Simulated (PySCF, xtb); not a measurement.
ClGe, SMILES [Cl][Ge] (connectivity only; charge and spin as stated), charge +1, multiplicity 1.

Harmonic wavenumbers (cm⁻¹) from GFN2-xTB (xtb) at its own minimum, in rising order: 472.

Question: What does B3LYP-D3(BJ)/def2-TZVP (PySCF) give at its own minimum? (An estimate is asked for; the answer gives what the named calculation found.)

Answer: 493. Paired by order, the mean absolute difference is 21 cm⁻¹ and the zero-point energies are 0.7 and 0.7 kcal/mol.
